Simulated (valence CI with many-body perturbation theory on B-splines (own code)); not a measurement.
## Ar V: configurations and terms from energies and g

Method: relativistic CI+MBPT: four valence electrons over a frozen Dirac-Fock core [Ne], radial functions for each j: 11 s, 11 p, 9 d, 7 f, 5 g, 2 h, 1 i, with the one-electron correlation potential Σ1, the two-electron term Σ2, the three-electron term Σ3, Breit, model QED; selected CI, second order for the rest, scaled by the run's own slope (own B-spline code, finite nucleus).

Set against measurement, 28 paired levels are off by 66 cm⁻¹ on average, the worst by 230. These come from a selection out of Saloman, J. Phys. Chem. Ref. Data 39, 033101 (2010). Levels without a partner in it may be off by more. Among the levels kept, up to 330 cm⁻¹ of a level comes from second order outside the variational space, and about a tenth of that is noise between levels of different J, which matters for small intervals. 3 measured levels below the end of the list, from 252141 cm⁻¹ on, found no clear computed partner, and computed levels of the same name lie up to 13011 cm⁻¹ from them.

| No. | J | Parity | E (eV) | g |
| --- | --- | --- | --- | --- |
| 2 | 1 | even | 0.095 | 1.501 |
| 3 | 2 | even | 0.252 | 1.499 |
| 4 | 2 | even | 2.030 | 1.002 |
| 6 | 2 | odd | 10.621 | 2.002 |
| 7 | 1 | odd | 15.072 | 0.501 |
| 8 | 2 | odd | 15.078 | 1.168 |
| 9 | 3 | odd | 15.094 | 1.334 |
| 10 | 2 | odd | 17.578 | 1.498 |
| 12 | 1 | odd | 17.579 | 1.499 |
| 14 | 2 | odd | 23.110 | 0.666 |
| 15 | 3 | odd | 23.197 | 1.083 |
| 16 | 4 | odd | 23.319 | 1.250 |
| 17 | 1 | odd | 23.776 | 1.925 |
| 18 | 1 | odd | 24.249 | 1.076 |

Energies count from the lowest level. Strongly mixed levels and levels close to another of their J and parity, and those with J = 0 are left out, so the numbers can have gaps.

(1) Give configuration and LS term of each level.

## Answers

(1) 2: 3s2 3p2 3P; 3: 3s2 3p2 3P; 4: 3s2 3p2 1D; 6: 3s 3p3 5S°; 7: 3s 3p3 3D°; 8: 3s 3p3 3D°; 9: 3s 3p3 3D°; 10: 3s 3p3 3P°; 12: 3s 3p3 3P°; 14: 3s2 3p 3d 3F°; 15: 3s2 3p 3d 3F°; 16: 3s2 3p 3d 3F°; 17: 3s 3p3 3S°; 18: 3s 3p3 1P°.
